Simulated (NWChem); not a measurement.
A series in which one site is exchanged, each optimised at PBE0/def2-SVP with NWChem, gas phase unless a solvent is named. Some are not confirmed as minima by frequencies. def2 effective core potentials on Te, I; no spin-orbit coupling.

A: I[TeH] (HTeI; site = H)
B: I[Te]I (TeI2; site = I)
C: Cl[Te]I (TeICl; site = Cl)
D: F[Te]I (TeIF; site = F)

**Question.** Rank them by dipole (D), PBE0/def2-SVP, lowest first.

**Answer.** B (0.89), A (1.23), C (1.74), D (2.27)
